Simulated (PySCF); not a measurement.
SMILES [Si]=[SH+] (charge +1), singlet, PBE0/def2-SVP optimised geometry.

```
3

Si     1.03    -0.68     0.00
S     -1.03    -0.68     0.00
H     -1.02     0.68     0.00
```

Density from PBE0/def2-TZVP (PySCF 2.14.0) at that geometry.

Minimum of the electron density along straight lines between bonded atoms, close to the bond critical point (lines longer than 1.1 times the sum of covalent radii, or with two minima, are not listed):

| bond | length / Å | ρ at the minimum / e bohr⁻³ | ∇²ρ there / e bohr⁻⁵ | position (fraction from the first atom) |
|---|---|---|---|---|
| Si1–S2 | 2.065 | 0.114 | 0.15 | 0.36 |
| S2–H3 | 1.369 | 0.202 | -0.55 | 0.67 |
